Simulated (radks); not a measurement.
Ionisation ladder of tin, from Sn XXIII to Sn XLIV. Each ion is in the ground configuration listed by NIST, and IE = E(next ion) - E(this ion). Calculated with a radial shooting solver on a logarithmic mesh with Libxc functionals: Dirac Kohn-Sham, BLYP, spin-unpolarised, spherical densities, finite nucleus; open shells fill j = l - 1/2 first; Fermi nuclear charge, rms radius 4.6519 fm.

species     configuration  E (hartree)  IE, Delta-SCF (eV)  IE, NIST (eV)       kind  error (eV)
Sn XXIII        [Ar] 3d10  -5964.71411              1127.8           1127     theory        +0.8
Sn XXIV          [Ar] 3d9  -5923.26973              1199.9           1195     theory        +4.9
Sn XXV           [Ar] 3d8  -5879.17527              1273.6           1269     theory        +4.6
Sn XXVI          [Ar] 3d7  -5832.37301              1348.8           1347     theory        +1.8
Sn XXVII         [Ar] 3d6  -5782.80603              1425.5           1421     theory        +4.5
Sn XXVIII        [Ar] 3d5  -5730.41821              1503.8           1508     theory        -4.2
Sn XXIX          [Ar] 3d4  -5675.15431              1595.1           1596     theory        -0.9
Sn XXX           [Ar] 3d3  -5616.53571              1677.0           1676     theory        +1.0
Sn XXXI          [Ar] 3d2  -5554.90701              1760.4           1763     theory        -2.6
Sn XXXII         [Ar] 3d1  -5490.21523              1845.1           1844     theory        +1.1
Sn XXXIII            [Ar]  -5422.40878              2078.9           2074  semi-emp.        +4.9
Sn XXXIV     [Ne] 3s2 3p5  -5346.00922              2155.0           2142  semi-emp.       +12.9
Sn XXXV      [Ne] 3s2 3p4  -5266.81525              2231.6           2227  semi-emp.        +4.6
Sn XXXVI     [Ne] 3s2 3p3  -5184.80445              2308.8           2326  semi-emp.       -17.2
Sn XXXVII    [Ne] 3s2 3p2  -5099.95763              2446.4           2443  semi-emp.        +3.4
Sn XXXVIII   [Ne] 3s2 3p1  -5010.05562              2526.3           2499  semi-emp.       +27.3
Sn XXXIX         [Ne] 3s2  -4917.21570              2692.3           2687  semi-emp.        +5.3
Sn XL            [Ne] 3s1  -4818.27446              2766.0         2762.5  semi-emp.        +3.5
Sn XLI               [Ne]  -4716.62626              6424.7           6421  semi-emp.        +3.7
Sn XLII      [He] 2s2 2p5  -4480.52394              6639.9           6631  semi-emp.        +8.9
Sn XLIII     [He] 2s2 2p4  -4236.51314              6857.1           6859  semi-emp.        -1.9
Sn XLIV      [He] 2s2 2p3  -3984.52012              7076.0           7080  semi-emp.        -4.0

Reference values: NIST Atomic Spectra Database (exp. = measured, semi-emp. = semi-empirical, theory = theoretical value adopted there). The ionisation energy per charge of the ion left behind rises most, in proportion, at Sn XLI ([Ne]), from 69.150 to 156.70 eV. Against the entries that are not theoretical the mean signed error is +0.2 % and the largest +1.1 %. Spin polarisation and multiplet splitting are left out, so open shells lie too high by an amount that depends on their filling.

Beside tabulated values, note that spin-unpolarised runs miss the spin-polarisation part of the exchange energy of open shells.
